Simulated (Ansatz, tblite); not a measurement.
Cost and result up the ladder for Ge3O10H8 (the lowest singlet isomer of a short search) (21 atoms). Total charge 0; singlet. Geometry: PBE-D4/def2-SVP.

```xyz
21

Ge    2.2991   -0.5013    0.3558
Ge   -1.7101    1.8178   -0.5664
Ge   -0.7982   -2.1017    0.2961
O    -0.6513    1.3711    0.9025
O    -0.5784   -1.0732    1.7471
O     2.1226   -1.1160    1.9903
O     1.7995    1.1393   -0.0181
O    -1.4177    2.7350    1.0062
O     0.9765   -1.4883   -0.6705
O    -1.7946   -1.1580   -0.9858
O    -0.7810   -3.7510    0.2256
O    -1.0926   -0.0074   -1.5539
O    -0.9210    2.6887   -1.8936
H     1.2905   -2.3395   -1.0487
H    -0.3924    3.4190   -1.5138
H     0.9598    1.4037    0.4745
H     3.6601   -0.8388   -0.2624
H    -0.8429   -0.1101    1.6086
H    -3.1411    1.3139   -0.7411
H     1.1467   -1.1147    2.2090
H    -0.1333   -0.2884   -1.5616
```

Ansatz on 4 threads of Intel Xeon on a shared host; xTB runs through tblite on one thread. Times are rough, summed over both states, and most runs start from the orbitals of an earlier one. PBE0-D4/def2-SVP serves as the yardstick here, not as an exact answer. The other state is a triplet.

The xTB rows come from tblite. The structure holds 2 bonds between oxygen atoms, so isomers without such links may lie far lower. The structure comes from a short search, and lower isomers may exist.

xTB has no spin-polarisation term.

| level | functions | wall time |
| --- | --- | --- |
| GFN2-xTB | 75 | 0.2 s |
| GFN1-xTB | 83 | 0.28 s |
| PBE-D4/def2-SVP | 276 | 36 s |
| PBE0-D4/def2-SVP | 276 | 90 s |

**Question.** Estimate what each level gives for the vertical triplet (eV).

**Answer.** 
```tsv
level	vertical triplet (eV)	difference from PBE0-D4/def2-SVP (eV)
GFN2-xTB	4.75	1.95
GFN1-xTB	5.60	2.80
PBE-D4/def2-SVP	2.80	0.01
PBE0-D4/def2-SVP	2.79	0.00
```
